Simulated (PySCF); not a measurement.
SbP⁺ at UHF-CCSD(T)

Computed with UHF-CCSD(T); PySCF, scalar-relativistic core potentials, basis sets Sb def2-SVPD with ECP28, P def2-SVPD.

For SbP⁺, the state is ²Π (doublet), unpaired electrons π ↑ and the bond length is 2.350 Å. The harmonic wavenumber is 415 cm⁻¹, the force constant is 2.50 mdyn/Å and the rotational constant Be is 0.1238 cm⁻¹. The anharmonicity ωexe is 1.78 cm⁻¹. The vibration–rotation constant αe is 0.000559 cm⁻¹, the well depth De to Sb⁺ + P is 253 kJ/mol and the dissociation energy D0 is 251 kJ/mol.

Correlated steps freeze 9 core orbitals. Correlated levels converge slowly with the basis: in double zeta they bind strong bonds too weakly, by up to about 1 eV, and carry superposition errors of some tenths. These are scalar-relativistic numbers at best; spin–orbit coupling would shift them, the dissociation energy most. For an ion De counts to the pair picked by the measured ionisation energies or electron affinities, which need not be the lowest pair at this level. The state was picked by a PBE0 search and need not be the measured ground state.
